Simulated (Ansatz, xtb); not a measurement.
**Relative energy of two isomers of C7H5PS**

Structure I is `C#CC1=CC=CC(S)=P1`, a singlet and structure II is `C#CC1=PC=CC=C1S`, a singlet. Both are isolated molecules in the gas phase, relaxed with B3LYP-D3(BJ)/def2-SVP; the shapes shown needn't be the lowest conformers.

I (Å):

```yaml
atoms:
  - { symbol: C, position_ang: [-2.5563, 0.3557, 0.6952] }
  - { symbol: C, position_ang: [-1.4140, 0.2681, 0.2909] }
  - { symbol: C, position_ang: [-0.0777, 0.1491, -0.1971] }
  - { symbol: C, position_ang: [0.9178, 1.0054, 0.3007] }
  - { symbol: C, position_ang: [2.2467, 0.9577, -0.1205] }
  - { symbol: C, position_ang: [2.7268, 0.0602, -1.0753] }
  - { symbol: C, position_ang: [1.9210, -0.8922, -1.7146] }
  - { symbol: P, position_ang: [0.1984, -1.1004, -1.4143] }
  - { symbol: S, position_ang: [2.7300, -1.9392, -2.8997] }
  - { symbol: H, position_ang: [-3.5652, 0.4342, 1.0534] }
  - { symbol: H, position_ang: [0.6295, 1.7426, 1.0546] }
  - { symbol: H, position_ang: [2.9550, 1.6630, 0.3213] }
  - { symbol: H, position_ang: [3.7897, 0.1067, -1.3350] }
  - { symbol: H, position_ang: [1.6378, -2.6603, -3.2463] }
```

II (Å):

```yaml
atoms:
  - { symbol: C, position_ang: [-1.9911, -1.5756, 0.1063] }
  - { symbol: C, position_ang: [-0.9426, -0.9734, -0.0267] }
  - { symbol: C, position_ang: [0.2872, -0.2641, -0.1567] }
  - { symbol: C, position_ang: [2.4021, 1.1326, 0.7861] }
  - { symbol: C, position_ang: [2.8162, 1.1756, -0.5475] }
  - { symbol: C, position_ang: [2.1051, 0.5952, -1.5941] }
  - { symbol: C, position_ang: [0.8923, -0.0983, -1.4274] }
  - { symbol: P, position_ang: [0.9588, 0.3637, 1.3567] }
  - { symbol: S, position_ang: [0.1803, -0.7460, -2.9176] }
  - { symbol: H, position_ang: [-2.9165, -2.1041, 0.2364] }
  - { symbol: H, position_ang: [3.0291, 1.6186, 1.5407] }
  - { symbol: H, position_ang: [3.7498, 1.6914, -0.7936] }
  - { symbol: H, position_ang: [2.5092, 0.6810, -2.6059] }
  - { symbol: H, position_ang: [-0.9052, -1.3030, -2.3337] }
```

Energies in hartree; the thermal terms are from GFN2-xTB frequencies at re-optimised GFN2-xTB minima (ideal gas, soft modes damped towards free rotors, one conformer each, 298.15 K, 1 atm) and include the zero-point energy:

|  | I | II |
| --- | --- | --- |
| E, CCSD(T)/def2-SVP | −1006.988136 | −1006.989197 |
| E, MP2/def2-SVP | −1006.880866 | −1006.882507 |
| E, MP2/def2-TZVPP | −1007.692248 | −1007.694827 |
| zero-point energy | 0.088867 | 0.088709 |
| H(298 K) − E | 0.099044 | 0.098833 |
| G(298 K) − E | 0.054338 | 0.054351 |

Q: Correct the CCSD(T) difference for the basis set by the MP2 change, then work out ΔE, ΔE₀, ΔH and ΔG for I → II in kJ/mol (1 Eh = 2625.50 kJ/mol) and the equilibrium ratio [II]/[I].

A: 1. Differences II − I: CCSD(T) −0.001061, MP2 in the small set −0.001641, MP2 in the large set −0.002579 Eh.
2. ΔE = −0.001061 + (−0.002579 − (−0.001641)) = −0.001999 Eh = −5.25 kJ/mol.
3. ΔE₀ = ΔE + ΔZPE = −0.001999 + (−0.000158) Eh = −5.66 kJ/mol.
4. ΔH = ΔE + (−0.000211) Eh = −5.80 kJ/mol.
5. ΔG = ΔE + (+0.000013) Eh = −5.21 kJ/mol, so ΔS = (ΔH − ΔG)/T = −2.0 J/(mol K).
6. kT = 0.9442 mEh, so K = [II]/[I] = exp(−ΔG/kT) = exp(+2.10) ≈ 8.2.

The sums favour II, but ΔE leans on the basis-set step (CCSD(T) alone has the other sign or is under 1 kcal/mol), so the order isn't settled. An error of 4 kJ/mol in ΔG would change K by a factor of 5. HF/STO-3G, HF/def2-SVP gave ΔE the other sign. Mirror images and further conformers aren't counted.

As drawn, both hold the same kinds of bond in the same numbers.

Other levels gave ΔE = −6.0 (GFN2-xTB); +2.9 (HF/STO-3G, GFN2-xTB geometries); −3.9 (r2SCAN-D4/def2-SVP, GFN2-xTB geometries); −4.4 (B3LYP-D3(BJ)/def2-SVP); +2.6 (HF/def2-SVP); −4.3 (MP2/def2-SVP); −2.8 (CCSD(T)/def2-SVP) kJ/mol. The correlated steps freeze 17 core orbitals. Programs: Ansatz 0.2.0, xtb 6.7.1.
